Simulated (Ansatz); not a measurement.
Steps of a relaxation of CH3BTe (`B1C[Te]1`) with RKS PBE0-D4/def2-TZVP.

```sh
$ ansatz run in.yaml --threads 2 --pin off --events-out ev --progress --plain --max-ram 4352MiB
```

```yaml
crystal:
  periodic: [false, false, false]
  atoms:
    - {symbol: B, position_ang: [-0.477058, -0.602564, -0.477496]}
    - {symbol: C, position_ang: [0.181926, 0.599057, 0.204978]}
    - {symbol: Te, position_ang: [1.057399, -1.441804, 0.713739]}
    - {symbol: H, position_ang: [-1.341188, -0.960892, -1.238296]}
    - {symbol: H, position_ang: [0.900373, 1.248020, -0.327781]}
    - {symbol: H, position_ang: [-0.279351, 1.094183, 1.078656]}
basis:
  gaussian: {orbitals: def2-TZVP}
hamiltonian: {xc: pbe0, dispersion: d4}
relax: {f_tol: 0.005, max_steps: 150}
```

Positions (Å) and forces (eV/Å) along the path, 7 of 7 steps:

```xyz
6
step=1 energy=-9053.4585 eV
B    -0.477   -0.603   -0.477   -0.008    0.055   -0.005
C     0.182    0.599    0.205    0.095    0.006    0.082
Te    1.057   -1.442    0.714   -0.343    0.509   -0.229
H    -1.341   -0.961   -1.238    0.379    0.173    0.335
H     0.900    1.248   -0.328   -0.378   -0.413    0.281
H    -0.279    1.094    1.079    0.255   -0.331   -0.465
6
step=2 energy=-9053.4883 eV
B    -0.482   -0.599   -0.482   -0.093    0.009   -0.072
C     0.176    0.590    0.199    0.126    0.183    0.133
Te    1.045   -1.387    0.711    0.049   -0.170    0.018
H    -1.334   -0.954   -1.232    0.105    0.056    0.091
H     0.902    1.220   -0.319   -0.200   -0.054    0.046
H    -0.265    1.066    1.077    0.013   -0.024   -0.216
6
step=3 energy=-9053.4932 eV
B    -0.475   -0.599   -0.476   -0.026    0.020   -0.021
C     0.191    0.581    0.211   -0.060    0.104   -0.033
Te    1.047   -1.406    0.710    0.045   -0.037    0.033
H    -1.327   -0.938   -1.225    0.009   -0.001    0.007
H     0.883    1.225   -0.326    0.008   -0.043    0.018
H    -0.277    1.073    1.060    0.025   -0.042   -0.004
6
step=4 energy=-9053.4938 eV
B    -0.477   -0.598   -0.477   -0.010    0.017   -0.007
C     0.187    0.584    0.208   -0.016    0.056   -0.004
Te    1.048   -1.405    0.711    0.015   -0.023    0.010
H    -1.328   -0.941   -1.226    0.014    0.003    0.012
H     0.886    1.224   -0.325   -0.015   -0.028    0.010
H    -0.275    1.072    1.062    0.011   -0.025   -0.021
6
step=5 energy=-9053.4939 eV
B    -0.477   -0.598   -0.477    0.003    0.012    0.003
C     0.186    0.585    0.207    0.000    0.014    0.003
Te    1.048   -1.405    0.711    0.001   -0.007    0.000
H    -1.327   -0.941   -1.225    0.004   -0.001    0.003
H     0.887    1.223   -0.324   -0.006   -0.009   -0.002
H    -0.274    1.071    1.063   -0.001   -0.008   -0.007
6
step=6 energy=-9053.4939 eV
B    -0.478   -0.596   -0.477    0.005    0.000    0.004
C     0.186    0.586    0.207   -0.004    0.011   -0.001
Te    1.047   -1.405    0.710    0.002   -0.004    0.001
H    -1.327   -0.943   -1.225    0.001    0.006    0.001
H     0.887    1.223   -0.324   -0.003   -0.006   -0.002
H    -0.274    1.072    1.063   -0.001   -0.006   -0.004
6
step=7 energy=-9053.4939 eV
B    -0.477   -0.597   -0.477    0.003    0.001    0.002
C     0.186    0.586    0.207    0.001    0.003    0.002
Te    1.048   -1.406    0.711   -0.001    0.000   -0.001
H    -1.327   -0.941   -1.225   -0.001    0.001   -0.001
H     0.886    1.223   -0.324    0.000   -0.002   -0.003
H    -0.274    1.071    1.063   -0.002   -0.002    0.000
```

Run time 21 s (2 threads of an Arm Neoverse V1 on a shared host); peak host memory 0.23 GiB.
